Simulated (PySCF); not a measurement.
## I, SMILES `[I]` (charge 0, multiplicity 2)

The numbers are results of PySCF with PBE-D3(BJ)/def2-TZVP, not measurements.

```json
{
 "highest_occupied_spin_orbital": "-6.70 eV",
 "dipole_moment": "0.00 D",
 "total_energy": "-297.6655 Ha",
 "cost": "roughly 1.8 core-seconds"
}
```

Bonds (Å): .
Charge 0, spin multiplicity 2.
